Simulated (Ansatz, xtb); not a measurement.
# Relative energy of two isomers of C2H11GaGeSi

Structure X is `[CH3][Ga]([SiH3])[CH2][GeH3]`, a singlet and structure Y is `[CH3][GaH][C@@H]([SiH3])[GeH3]`, a singlet. Both are isolated molecules in the gas phase, relaxed with r2SCAN-D4/def2-SVP, each in the lowest conformer that the search found.

Problem. Which of the two would you expect CCSD(T)/def2-SVP + ΔMP2/def2-TZVPP electronic energies to favour?

Solution. CCSD(T)/def2-SVP + ΔMP2/def2-TZVPP gives E(Y) − E(X) = +0.93 kcal/mol, slightly favouring structure X, which is too small a margin to settle the true order.

How the difference moves with the method:

| level | geometry | E(Y) − E(X) (kcal/mol) | departure from the last row (kcal/mol) | job, with rough time for the two |
| --- | --- | --- | --- | --- |
| r2SCAN-D4/def2-SVP | r2SCAN-D4/def2-SVP | +2.40 | +1.48 | optimisation, 5.6 min |
| HF/def2-SVP | r2SCAN-D4/def2-SVP | +0.59 | −0.34 | part of the CCSD(T) run |
| MP2/def2-SVP | r2SCAN-D4/def2-SVP | −0.53 | −1.46 | part of the CCSD(T) run |
| CCSD(T)/def2-SVP | r2SCAN-D4/def2-SVP | +0.91 | −0.01 | single point |
| CCSD(T)/def2-SVP + ΔMP2/def2-TZVPP | r2SCAN-D4/def2-SVP | +0.93 |  | single point, 2.6 min |

As drawn, Y has 1 C–Si, 1 Ga–H in place of 1 Ga–Si, 1 C–H.

The largest departure from CCSD(T)/def2-SVP + ΔMP2/def2-TZVPP is that of r2SCAN-D4/def2-SVP, 1.48 kcal/mol. A small imaginary or near-zero mode remains, so no thermal terms are given. Levels run at GFN2-xTB geometries aren't shown. The last row adds to CCSD(T) the change of the MP2 difference between the two basis sets, here +0.01 kcal/mol.

The correlated steps freeze 25 core orbitals; the filled d shell of Ga and Ge is correlated, in a basis made for valence electrons. Programs: Ansatz 0.2.0, xtb 6.7.1; the last row on 2 threads of Intel(R) Xeon(R) Platinum 8488C (Sapphire Rapids) on a shared host.
